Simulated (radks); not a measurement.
Results of a calculation; reference values are marked as such.
Task: Se IV, configuration [Ar] 3d10 4s2 4p(up 1, down 0). Code: a radial shooting solver on a logarithmic mesh with Libxc functionals. Model: non-relativistic Kohn-Sham, TPSS, spin-polarised, spherical densities, point nucleus; meta-GGA in the generalised Kohn-Sham scheme. Some entries of the table are withheld. Estimate them.

| orbital | occ. | eigenvalue (Ry) | r(max) (bohr) | <1/r> (bohr^-1) |
|---|---|---|---|---|
| 1s up | 1 | -908.2695 | 0.02971 | 33.51 |
| 1s down | 1 | -908.2639 | 0.02971 | 33.51 |
| 2s up | 1 | -117.7641 | 0.1679 | 7.412 |
| 2s down | 1 | -117.7626 | 0.1679 | 7.412 |
| 2p up | 3 | -105.9015 | 0.1332 | 7.382 |
| 2p down | 3 | -105.8971 | 0.1333 | 7.381 |
| 3s up | 1 | -17.95766 | 0.5109 | 2.427 |
| 3s down | 1 | -17.95011 | 0.5110 | 2.427 |
| 3p up | 3 | -13.86766 | 0.5039 | 2.310 |
| 3p down | 3 | -13.85888 | 0.5040 | 2.310 |
| 3d up | 5 | -6.67148 | 0.4523 | 2.040 |
| 3d down | 5 | -6.65896 | 0.4523 | 2.043 |
| 4s up | 1 | (1) | (2) | 0.7901 |
| 4s down | 1 | (3) | (4) | 0.7928 |
| 4p up | 1 | -2.71887 | 1.648 | 0.6911 |
| 4p down | 0 | -2.60454 | 1.649 | 0.6878 |

Result: 
(1) 4s up eigenvalue (Ry): -3.62441
(2) 4s up r(max) (bohr): 1.477
(3) 4s down eigenvalue (Ry): -3.50498
(4) 4s down r(max) (bohr): 1.469
